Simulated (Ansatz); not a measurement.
One geometry of Be₂Se₃, several levels of theory.

```yaml
crystal:
  periodic: [false, false, false]
  atoms:
    - {symbol: Be, position_ang: [-1.153565, 0.474870, 0.010854]}
    - {symbol: Be, position_ang: [0.472637, -1.155444, -0.015264]}
    - {symbol: Se, position_ang: [-1.532260, -1.528924, -0.010127]}
    - {symbol: Se, position_ang: [1.970949, 0.238495, -0.006483]}
    - {symbol: Se, position_ang: [0.242239, 1.971002, 0.021030]}
basis:
  gaussian: {orbitals: def2-TZVP, initial_orbitals: start.molden}
hamiltonian: {xc: pbe0, dispersion: d4}
scf: {omitted_lower_state_checks: [starts]}
output: {orbitals: {seedname: orbitals}}
```

The file start.molden holds the orbitals of an earlier run on this structure, at another level or in another basis.

```sh
$ ansatz run in.yaml --threads 4 --pin off --events-out ev --progress --plain --max-ram 4787MiB
```

It prints (some lines left out):

```
Functional definition: PBE0
  name "PBE0"
  cite "Adamo & Barone, J. Chem. Phys. 110, 6158 (1999) doi:10.1063/1.478522"
  cite "Perdew, Burke & Ernzerhof, Phys. Rev. Lett. 77, 3865 (1996) doi:10.1103/PhysRevLett.77.3865"
  parent pbe
  parameter a = 0.25
  parameter kappa = 0.804
  parameter beta = 0.06672455060314922
  exchange = (1 - a)*pbe_x(kappa = kappa, mu = beta*pi^2/3) + a*exact_x
  correlation = pbe_c(beta = beta)
these checks for a lower state are left out or cut short: starts
1518 factors; their error is unknown
mean field evaluation 1: about -196802.5868 eV, gradient 2.3e2 eV
mean field evaluation 2: about -196818.1778 eV, gradient 2.4e1 eV
mean field evaluation 4: about -196830.2179 eV, gradient 1.4e0 eV
mean field evaluation 8: about -196831.4828 eV, gradient 2.9e-4 eV
mean field -196831.48277128 eV, -7233.4235746737 hartree, gradient 1.9e-5 eV, S^2 0.000000; 0 other end points of the search recorded, 0 dependent functions left out
reference -196831.48279883 eV, -7233.4235756862 hartree; 55, 55 occupied and 127, 127 virtual orbitals, 1518 factors
Total energy: -196831.67840348 eV, -7233.4307640243 hartree
Checks for a lower state left out: starts
```

It took 4.4 s on 4 threads of Arm Neoverse V1 on a shared host, peak host memory 0.59 GiB.

First input, but with `gaussian: {orbitals: def2-SVP, initial_orbitals: start.molden}` (abridged; 2 s):

```
Functional definition: PBE0
mean field -196806.52319909 eV, -7232.5063273138 hartree, gradient 1.5e-5 eV, S^2 0.000000
Total energy: -196806.71883076 eV, -7232.5135166450 hartree
Checks for a lower state left out: starts
```

First input, but with `gaussian: {orbitals: def2-TZVPP, initial_orbitals: start.molden}`, `correlation: {method: ccsd_t}` and without the key `hamiltonian` (abridged; 1.9 min):

```
Functional definition: HF
mean field -196710.59253647 eV, -7228.9809404866 hartree, gradient 2.8e-6 eV, S^2 0.000000
27 core orbitals not correlated: weight in the atoms' cores, before any rotation towards them, 1.000 or more for the frozen orbitals, at most 0.000 for the correlated occupied ones
second order -25.00768157 eV of doubles, -0.00000000 eV of singles
cycle   1  -24.69783723 eV  change    3.1e-1 eV  update   1.1e-1
cycle   2  -25.33964479 eV  change   -6.4e-1 eV  update   3.1e-2
cycle   3  -25.42716701 eV  change   -8.8e-2 eV  update   1.6e-2
cycle   4  -25.39990080 eV  change    2.7e-2 eV  update   4.7e-3
cycle   5  -25.40037395 eV  change   -4.7e-4 eV  update   2.3e-3
cycle   6  -25.40132879 eV  change   -9.5e-4 eV  update   8.3e-4
cycle   7  -25.40075474 eV  change    5.7e-4 eV  update   3.9e-4
cycle   8  -25.40078984 eV  change   -3.5e-5 eV  update   1.6e-4
cycle   9  -25.40087512 eV  change   -8.5e-5 eV  update   6.9e-5
cycle  10  -25.40083554 eV  change    4.0e-5 eV  update   2.5e-5
perturbative correction -1.06981818 eV, -0.0393150931 hartree
Total energy: -196737.06319019 eV, -7229.9537190686 hartree
Checks for a lower state left out: starts
```

As the first input, with `hamiltonian: {xc: {name: BHLYP}, dispersion: d4}` (abridged; 4.3 s):

```
Functional definition: BHLYP
mean field -196854.68536287 eV, -7234.2762541873 hartree, gradient 1.3e-5 eV, S^2 0.000000
Total energy: -196855.05296806 eV, -7234.2897634288 hartree
Checks for a lower state left out: starts
```

As the first input, with `gaussian: {orbitals: def2-SVP, initial_orbitals: start.molden}`, `hamiltonian: {xc: pbe, dispersion: d4}` (abridged; 1.1 s):

```
Functional definition: PBE
mean field -196800.01007522 eV, -7232.2669744263 hartree, gradient 2.7e-5 eV, S^2 0.000000
Total energy: -196800.23700414 eV, -7232.2753139103 hartree
Checks for a lower state left out: starts
```

The first input with `hamiltonian: {xc: r2scan, dispersion: d4}` (abridged; 4.9 s):

```
Functional definition: r2SCAN
mean field -196854.62411984 eV, -7234.2740035476 hartree, gradient 1.8e-5 eV, S^2 0.000000
Total energy: -196854.67038529 eV, -7234.2757037713 hartree
Checks for a lower state left out: starts
```

The first input with `correlation: {method: mp2}` and without the key `hamiltonian` (abridged; 3.4 s):

```
Functional definition: HF
mean field -196710.59253647 eV, -7228.9809404866 hartree, gradient 2.8e-6 eV, S^2 0.000000
27 core orbitals not correlated: weight in the atoms' cores, before any rotation towards them, 1.000 or more for the frozen orbitals, at most 0.000 for the correlated occupied ones
second order -25.00768157 eV of doubles, -0.00000000 eV of singles
Total energy: -196735.60021804 eV, -7229.8999558336 hartree
Checks for a lower state left out: starts
```

Geometry: r2SCAN-D4/def2-SVP.

Correlated methods freeze 27 core orbitals; core or outer-core shells of Se are correlated, in sets that lack core-valence functions. The structure comes from a short search, and lower isomers may exist.
